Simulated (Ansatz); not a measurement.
A short molecular-dynamics run on naphthyltetrahydrothiophenium benzoate, `CCCCOc1ccc([S+]2CCCC2)c2ccccc12.O=C([O-])c1ccccc1`.

```yaml
crystal:
  periodic: [false, false, false]
  atoms:
    - {symbol: C, position_ang: [6.735011, 2.339560, 1.060281]}
    - {symbol: C, position_ang: [5.327160, 2.022560, 0.556467]}
    - {symbol: C, position_ang: [4.392878, 3.237154, 0.574102]}
    - {symbol: C, position_ang: [2.979546, 2.934140, 0.102364]}
    - {symbol: O, position_ang: [2.392187, 2.009193, 1.016943]}
    - {symbol: C, position_ang: [1.151418, 1.527292, 0.767918]}
    - {symbol: C, position_ang: [0.367989, 1.895428, -0.324792]}
    - {symbol: C, position_ang: [-0.925070, 1.342959, -0.489798]}
    - {symbol: C, position_ang: [-1.424963, 0.425581, 0.416128]}
    - {symbol: S, position_ang: [-3.089569, -0.248471, 0.282352]}
    - {symbol: C, position_ang: [-3.918497, 0.633006, -1.115096]}
    - {symbol: C, position_ang: [-4.521080, 1.932516, -0.598605]}
    - {symbol: C, position_ang: [-5.041335, 1.646665, 0.815849]}
    - {symbol: C, position_ang: [-3.895494, 0.966472, 1.558757]}
    - {symbol: C, position_ang: [-0.643465, -0.013499, 1.533397]}
    - {symbol: C, position_ang: [-1.088252, -1.000051, 2.460437]}
    - {symbol: C, position_ang: [-0.304275, -1.358323, 3.545981]}
    - {symbol: C, position_ang: [0.963119, -0.755467, 3.749686]}
    - {symbol: C, position_ang: [1.439889, 0.184399, 2.847979]}
    - {symbol: C, position_ang: [0.657995, 0.571912, 1.724486]}
    - {symbol: H, position_ang: [7.221043, 3.124991, 0.443760]}
    - {symbol: H, position_ang: [6.715466, 2.708745, 2.107228]}
    - {symbol: H, position_ang: [7.388349, 1.444447, 1.035079]}
    - {symbol: H, position_ang: [5.377829, 1.619890, -0.479965]}
    - {symbol: H, position_ang: [4.875684, 1.214831, 1.170783]}
    - {symbol: H, position_ang: [4.800747, 4.042451, -0.075492]}
    - {symbol: H, position_ang: [4.340958, 3.663342, 1.600246]}
    - {symbol: H, position_ang: [2.992782, 2.490400, -0.920817]}
    - {symbol: H, position_ang: [2.362841, 3.861631, 0.060127]}
    - {symbol: H, position_ang: [0.732807, 2.613785, -1.069287]}
    - {symbol: H, position_ang: [-1.515553, 1.656202, -1.360584]}
    - {symbol: H, position_ang: [-3.184115, 0.702840, -1.934562]}
    - {symbol: H, position_ang: [-4.678446, -0.106176, -1.437339]}
    - {symbol: H, position_ang: [-3.744424, 2.725999, -0.562223]}
    - {symbol: H, position_ang: [-5.321271, 2.285698, -1.281114]}
    - {symbol: H, position_ang: [-5.922525, 0.971200, 0.760743]}
    - {symbol: H, position_ang: [-5.375357, 2.568308, 1.336176]}
    - {symbol: H, position_ang: [-4.209643, 0.349646, 2.422115]}
    - {symbol: H, position_ang: [-3.118632, 1.682561, 1.887902]}
    - {symbol: H, position_ang: [-2.031008, -1.528201, 2.260626]}
    - {symbol: H, position_ang: [-0.660310, -2.133721, 4.240807]}
    - {symbol: H, position_ang: [1.576608, -1.047860, 4.615333]}
    - {symbol: H, position_ang: [2.427610, 0.646264, 2.980536]}
    - {symbol: O, position_ang: [-1.613983, -2.810351, 0.139565]}
    - {symbol: C, position_ang: [-1.730148, -2.491738, -1.059750]}
    - {symbol: O, position_ang: [-2.263435, -1.396480, -1.502851]}
    - {symbol: C, position_ang: [-1.207494, -3.434031, -2.132234]}
    - {symbol: C, position_ang: [-0.600096, -4.642971, -1.744572]}
    - {symbol: C, position_ang: [-0.109228, -5.531955, -2.711135]}
    - {symbol: C, position_ang: [-0.222311, -5.218673, -4.076752]}
    - {symbol: C, position_ang: [-0.827939, -4.013272, -4.470122]}
    - {symbol: C, position_ang: [-1.317743, -3.124865, -3.501055]}
    - {symbol: H, position_ang: [-0.529301, -4.851076, -0.666255]}
    - {symbol: H, position_ang: [0.365435, -6.476643, -2.401820]}
    - {symbol: H, position_ang: [0.162505, -5.916589, -4.837320]}
    - {symbol: H, position_ang: [-0.916982, -3.767082, -5.540254]}
    - {symbol: H, position_ang: [-1.795933, -2.174554, -3.780402]}
basis:
  gaussian: {orbitals: "6-31G*", fitting: {mean_field: def2-universal-jkfit}}
hamiltonian: {xc: {name: BLYP}}
md: {timestep: 1 fs, n_steps: 15, ensemble: nve, temperature: 300, initial_velocities: maxwell_boltzmann, seed: 894}
scf: {omitted_lower_state_checks: [starts]}
```

```sh
$ ansatz run in.yaml --threads 2 --pin off --events-out ev --progress --plain --max-ram 32768MiB --backend cuda --devices 0, --max-vram 18GiB
```

```tsv
step	time (fs)	potential energy (eV)	kinetic (eV)	T (K)	conserved (eV)
0	0.0	-43342.3692	2.1328	300	-43340.2364
1	1.0	-43342.1998	1.9718	277	-43340.2280
2	2.0	-43341.8363	1.6264	229	-43340.2099
3	3.0	-43341.5470	1.3452	189	-43340.2018
4	4.0	-43341.4516	1.2404	174	-43340.2112
5	5.0	-43341.4184	1.1967	168	-43340.2217
6	6.0	-43341.2911	1.0707	151	-43340.2204
7	7.0	-43341.0896	0.8814	124	-43340.2082
8	8.0	-43340.9985	0.8005	113	-43340.1979
9	9.0	-43341.1655	0.9607	135	-43340.2048
10	10.0	-43341.4872	1.2647	178	-43340.2225
11	11.0	-43341.7023	1.4714	207	-43340.2308
12	12.0	-43341.6814	1.4583	205	-43340.2231
13	13.0	-43341.5405	1.3323	187	-43340.2082
14	14.0	-43341.4961	1.2912	182	-43340.2049
15	15.0	-43341.5971	1.3809	194	-43340.2163
```

Velocities are drawn at the set temperature; a run this short doesn't reach equilibrium.

The 6-31G sets use Cartesian d functions.

Frames (Å, forces in eV/Å):

```xyz
57
time=0.0 fs
C     6.735    2.340    1.060    0.476    0.111    0.170
C     5.327    2.023    0.556   -0.175   -0.517   -0.158
C     4.393    3.237    0.574    0.163    0.505    0.200
C     2.980    2.934    0.102   -0.143    0.395   -0.678
O     2.392    2.009    1.017    0.393   -0.079    0.460
C     1.151    1.527    0.768   -0.587   -0.153   -0.214
C     0.368    1.895   -0.325    0.165    0.236   -0.199
C    -0.925    1.343   -0.490   -0.174    0.110   -0.226
C    -1.425    0.426    0.416    0.232    0.066   -0.039
S    -3.090   -0.248    0.282   -0.156   -0.320    0.142
C    -3.918    0.633   -1.115   -0.037   -0.293   -0.671
C    -4.521    1.933   -0.599   -0.083    0.518   -0.328
C    -5.041    1.647    0.816   -0.534    0.161    0.251
C    -3.895    0.966    1.559    0.202    0.038    0.583
C    -0.643   -0.013    1.533    0.012    0.008    0.020
C    -1.088   -1.000    2.460   -0.275   -0.185    0.058
C    -0.304   -1.358    3.546   -0.131   -0.241    0.192
C     0.963   -0.755    3.750    0.213   -0.054    0.248
C     1.440    0.184    2.848    0.303    0.091    0.119
C     0.658    0.572    1.724    0.107    0.029    0.040
H     7.221    3.125    0.444   -0.072   -0.125    0.092
H     6.715    2.709    2.107    0.007   -0.062   -0.161
H     7.388    1.444    1.035   -0.104    0.135    0.002
H     5.378    1.620   -0.480    0.014    0.064    0.151
H     4.876    1.215    1.171    0.113    0.137   -0.096
H     4.801    4.042   -0.075   -0.063   -0.117    0.086
H     4.341    3.663    1.600    0.016   -0.067   -0.160
H     2.993    2.490   -0.921   -0.004    0.083    0.187
H     2.363    3.862    0.060    0.107   -0.160    0.009
H     0.733    2.614   -1.069   -0.087   -0.154    0.161
H    -1.516    1.656   -1.361    0.179   -0.051    0.196
H    -3.184    0.703   -1.935   -0.241    0.037    0.157
H    -4.678   -0.106   -1.437    0.088    0.205    0.017
H    -3.744    2.726   -0.562   -0.143   -0.125   -0.012
H    -5.321    2.286   -1.281    0.122   -0.051    0.110
H    -5.923    0.971    0.761    0.133    0.114    0.013
H    -5.375    2.568    1.336    0.050   -0.144   -0.090
H    -4.210    0.350    2.422    0.024    0.162   -0.138
H    -3.119    1.683    1.888   -0.217   -0.119   -0.030
H    -2.031   -1.528    2.261    0.286    0.110    0.127
H    -0.660   -2.134    4.241    0.074    0.155   -0.131
H     1.577   -1.048    4.615   -0.119    0.057   -0.167
H     2.428    0.646    2.981   -0.221   -0.127    0.003
O    -1.614   -2.810    0.140    0.051   -0.280    0.685
C    -1.730   -2.492   -1.060    0.165   -0.300   -0.415
O    -2.263   -1.396   -1.503   -0.233    0.403   -0.353
C    -1.207   -3.434   -2.132    0.021   -0.049   -0.048
C    -0.600   -4.643   -1.745    0.037   -0.084    0.305
C    -0.109   -5.532   -2.711    0.134   -0.267    0.112
C    -0.222   -5.219   -4.077    0.108   -0.202   -0.220
C    -0.828   -4.013   -4.470   -0.030    0.087   -0.299
C    -1.318   -3.125   -3.501   -0.136    0.263   -0.109
H    -0.529   -4.851   -0.666    0.005   -0.001   -0.264
H     0.365   -6.477   -2.402   -0.089    0.177   -0.055
H     0.163   -5.917   -4.837   -0.074    0.135    0.148
H    -0.917   -3.767   -5.540    0.014   -0.042    0.201
H    -1.796   -2.175   -3.780    0.115   -0.224    0.015
57
time=7.0 fs
C     6.714    2.334    1.069    0.906    0.361   -0.702
C     5.307    2.046    0.571    1.610   -0.106   -0.762
C     4.465    3.272    0.578   -2.601    0.773    0.946
C     2.983    2.933    0.072    1.013    1.144    0.774
O     2.386    2.027    1.012    1.413   -0.098    0.379
C     1.163    1.558    0.752   -0.471   -1.258    1.564
C     0.390    1.911   -0.302   -0.955    0.222   -1.099
C    -0.915    1.353   -0.452    0.644    0.815   -1.004
C    -1.458    0.488    0.439    0.992   -0.636    0.442
S    -3.082   -0.223    0.296   -0.540   -0.552    0.356
C    -3.923    0.650   -1.103   -0.468   -0.602   -0.849
C    -4.533    1.970   -0.606   -0.763   -0.194   -1.466
C    -5.063    1.636    0.754    0.518    0.033    2.189
C    -3.904    0.965    1.570   -0.094    0.675   -0.229
C    -0.608    0.019    1.508   -2.688   -2.080    1.532
C    -1.104   -1.018    2.464    0.845    0.711    0.302
C    -0.300   -1.391    3.547   -0.571    1.006   -1.137
C     0.951   -0.800    3.723    1.662    0.304    0.356
C     1.441    0.168    2.855   -0.146   -0.287   -0.599
C     0.658    0.573    1.729    1.287    0.955   -0.301
H     7.211    3.186    0.542   -0.431   -0.066    0.319
H     6.647    2.527    2.117    0.231    0.579    1.236
H     7.434    1.522    0.961   -0.031   -0.642   -0.143
H     5.385    1.740   -0.469   -0.071   -0.502   -0.637
H     4.925    1.211    1.130   -0.718   -0.527    0.453
H     4.884    4.053   -0.090   -0.107   -0.115    0.174
H     4.342    3.731    1.635    0.273   -0.503   -1.270
H     2.986    2.503   -0.950   -0.052    0.145    0.137
H     2.381    3.855    0.159    0.012    0.114   -0.671
H     0.720    2.600   -1.079    0.097    0.033    0.044
H    -1.371    1.608   -1.393   -0.695    0.170   -0.299
H    -3.197    0.637   -1.911    0.181    0.362   -0.270
H    -4.693   -0.108   -1.440    0.406    0.672    0.415
H    -3.829    2.838   -0.603   -0.179   -0.542    0.048
H    -5.436    2.250   -1.225    0.867   -0.073   -0.003
H    -5.943    0.975    0.765   -0.102    0.093   -0.310
H    -5.304    2.579    1.241   -0.570    0.263    0.492
H    -4.176    0.372    2.462   -0.200    0.134   -0.220
H    -3.162    1.733    1.857   -0.131   -0.190    0.062
H    -2.081   -1.527    2.457    0.219    0.483   -0.740
H    -0.679   -2.037    4.301   -0.380   -0.945    0.584
H     1.634   -1.137    4.520   -0.337    0.060    0.033
H     2.459    0.552    2.926   -0.052    0.073    0.223
O    -1.618   -2.864    0.122   -0.085   -0.357    1.968
C    -1.767   -2.517   -1.048    0.710   -0.111   -1.329
O    -2.313   -1.419   -1.474   -0.196    0.283   -0.513
C    -1.172   -3.434   -2.109   -0.213   -0.290   -1.288
C    -0.561   -4.642   -1.738    0.078    0.097   -1.867
C    -0.124   -5.554   -2.756    0.723   -0.034    1.895
C    -0.210   -5.255   -4.089   -1.109   -0.148   -1.928
C    -0.848   -4.027   -4.469    1.064   -1.373   -0.395
C    -1.293   -3.143   -3.514   -0.218   -0.119    1.522
H    -0.435   -4.821   -0.703    0.133   -0.476    1.202
H     0.420   -6.462   -2.472   -0.236   -0.145    0.230
H    -0.014   -6.061   -4.884    0.133    1.210    0.998
H    -0.888   -3.842   -5.533   -0.354    0.414   -0.454
H    -1.828   -2.250   -3.756   -0.250    0.784   -0.393
57
time=15.0 fs
C     6.727    2.331    1.093   -0.031   -0.494    2.025
C     5.332    2.045    0.553   -0.915   -0.366   -0.309
C     4.448    3.319    0.582   -0.366   -1.522   -1.505
C     3.025    2.982    0.068   -0.315    0.636    0.542
O     2.423    2.045    1.018    0.201    0.189    0.004
C     1.159    1.550    0.790    0.568    0.889   -0.776
C     0.382    1.937   -0.316    0.534   -0.232    0.549
C    -0.893    1.398   -0.464   -1.126   -0.472   -0.210
C    -1.451    0.531    0.481    0.730   -0.642   -0.325
S    -3.082   -0.202    0.316   -0.566   -0.150   -0.169
C    -3.924    0.666   -1.123    0.293    0.895    0.284
C    -4.567    1.987   -0.656    0.385   -1.077    0.990
C    -5.076    1.642    0.775   -0.613    1.095    0.108
C    -3.924    0.991    1.569   -0.693    0.414   -0.608
C    -0.660   -0.016    1.543    1.512    1.416    0.118
C    -1.090   -1.003    2.474   -0.728    0.465   -0.313
C    -0.323   -1.409    3.536    0.752    0.074    0.936
C     0.991   -0.841    3.702   -1.066   -0.434   -0.190
C     1.445    0.138    2.839    0.683   -0.176   -0.079
C     0.693    0.601    1.725   -1.708   -1.422    0.540
H     7.085    3.297    0.724    0.458    0.002   -0.367
H     6.702    2.464    2.264    0.066   -0.386   -1.763
H     7.393    1.474    0.841    0.147    0.592    0.197
H     5.362    1.707   -0.527    0.187    0.130    0.701
H     4.800    1.220    1.115    0.565    0.544   -0.328
H     4.924    4.053   -0.071   -0.098    0.380   -0.373
H     4.413    3.757    1.549   -0.232    0.458    1.393
H     2.992    2.555   -0.937    0.416   -0.395   -0.295
H     2.404    3.895   -0.011   -0.103    0.069    0.300
H     0.759    2.609   -1.074    0.137    0.182   -0.136
H    -1.440    1.604   -1.389   -0.029    0.218    0.193
H    -3.206    0.720   -1.938    0.043   -0.135   -0.222
H    -4.718   -0.017   -1.362   -0.424   -0.781   -0.459
H    -3.884    2.826   -0.627    0.603    0.407   -0.027
H    -5.381    2.244   -1.316   -0.628    0.201   -0.471
H    -5.976    1.015    0.650    0.157   -0.347    0.274
H    -5.442    2.564    1.289    0.152   -0.289   -0.068
H    -4.248    0.426    2.441   -0.128   -0.289    0.229
H    -3.216    1.752    1.877    0.356    0.279    0.186
H    -2.102   -1.364    2.340   -0.150   -0.445    0.078
H    -0.722   -2.098    4.317    0.253    0.230   -0.670
H     1.612   -1.224    4.502    0.302    0.078    0.293
H     2.462    0.491    2.969    0.206    0.299    0.006
O    -1.628   -2.932    0.151   -0.437    0.678   -1.563
C    -1.777   -2.553   -1.071    0.516    0.040    1.911
O    -2.373   -1.439   -1.458    0.618   -0.956   -0.261
C    -1.143   -3.442   -2.133   -0.409    0.064    0.164
C    -0.506   -4.652   -1.761    0.192   -0.533    0.312
C    -0.110   -5.576   -2.740    0.257    0.487   -0.566
C    -0.249   -5.278   -4.137   -0.259   -0.392    1.587
C    -0.835   -4.082   -4.495   -0.715    1.733    0.183
C    -1.284   -3.152   -3.487    0.034   -0.507   -1.439
H    -0.343   -4.895   -0.690   -0.280    0.287   -0.519
H     0.367   -6.510   -2.442    0.003   -0.147    0.058
H    -0.020   -6.033   -4.863    0.378   -0.429   -0.575
H    -1.002   -3.788   -5.545    0.119   -0.262    0.174
H    -1.815   -2.245   -3.815    0.198   -0.149    0.251
```

It took 88 s on 2 threads of AMD EPYC 7R13 on a shared host and a share (18 GiB) of an NVIDIA H100 80GB HBM3, peak host memory 1.1 GiB.
